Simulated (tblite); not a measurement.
Compound: C₁₀H₆O₂.
SMILES: `C#Cc1cccc2c1C(=O)OC2`

Calculated harmonic vibrations of the isolated species, GFN2-xTB (tblite), most abundant isotopes, no scaling. The method is semi-empirical: single wavenumbers can be off by several per cent or more.

Harmonic wavenumbers (cm⁻¹): 79.9, 103.7, 156.2, 174.2, 230.6, 257.5, 322.6, 404.4, 433.8, 451.2, 521.7, 540.1, 568.8, 618.5, 624.7, 671.8, 672.8, 716.1, 739.7, 787.5, 802.4, 891.6, 927.9, 958.3, 992.3, 1032.0, 1061.2, 1094.3, 1132.7, 1169.6, 1194.8, 1226.8, 1255.1, 1276.0, 1346.3, 1410.1, 1440.5, 1465.0, 1580.2, 1597.5, 1796.7, 2253.4, 2911.9, 2938.3, 3083.9, 3096.2, 3101.3, 3396.9.

A = 1276, B = 1127, C = 600.7 MHz; mass 158.037 u (most abundant isotopes); point group Cs, symmetry number 1.

Problem. What is the zero-point energy?

Solution. ½Σν̃ = 27754 cm⁻¹ = 79.35 kcal/mol.

Problem. Give the ideal-gas entropy at 273.15 K and 1 bar in the rigid-rotor, harmonic-oscillator model (classical rotation).

Solution. Translation 40.67, rotation 30.04, vibration 22.24: S = 93.0 cal/(mol K).

Problem. And Cp and H(273.15 K) − H(0)?

Solution. Cp = 36.68 cal/(mol K), of which vibrations give 28.73 (their classical limit is 48 R = 95.4); H(273.15 K) − H(0) = 5.72 kcal/mol without the zero-point energy, 3.55 from vibrations.

Problem. Blend soft modes into free rotors: weight 1/[1 + (100 cm⁻¹/ν̃)⁴] for the oscillator and the rest for a rotor with moment μB/(μ + B), μ = h/(8π²ν), B = 10⁻⁴⁴ kg m². What vibrational entropy results?

Solution. 21.51 cal/(mol K) in place of 22.24, which changes −T·S at 273.15 K by +0.20 kcal/mol.

Problem. How do the functions run with temperature in this model?

Solution. 
| T (K) | S (cal/(mol K)) | Cp (cal/(mol K)) | H − H(0) (kcal/mol) | G − H(0) (kcal/mol) | ln q(vib) |
| --- | --- | --- | --- | --- | --- |
| 150 | 75.8 | 22.1 | 2.11 | -9.26 | 1.88 |
| 250 | 89.8 | 33.9 | 4.91 | -17.55 | 4.10 |
| 298.15 | 96.3 | 39.6 | 6.68 | -22.03 | 5.25 |
| 400 | 109.5 | 50.3 | 11.27 | -32.52 | 7.80 |
| 600 | 133.0 | 65.7 | 22.99 | -56.82 | 12.92 |
| 900 | 162.4 | 79.1 | 44.90 | -101.30 | 20.29 |

q(vib) and H(0) count from the zero-point level.

Problem. What must be added to the electronic energy to get the Gibbs energy at 273.15 K and 1 bar?

Solution. ZPE + [H(273.15 K) − H(0)] − T·S = 79.35 + 5.72 − 25.39 = 59.68 kcal/mol.

Problem. Which modes carry the vibrational entropy at 273.15 K?

Solution. 79.9 cm⁻¹: 3.72; 103.7 cm⁻¹: 3.21; 156.2 cm⁻¹: 2.43; 174.2 cm⁻¹: 2.23; 230.6 cm⁻¹: 1.72; 257.5 cm⁻¹: 1.53 cal/(mol K); the other 42 give 7.41 together.

Hindered rotation and anharmonicity are outside this model.
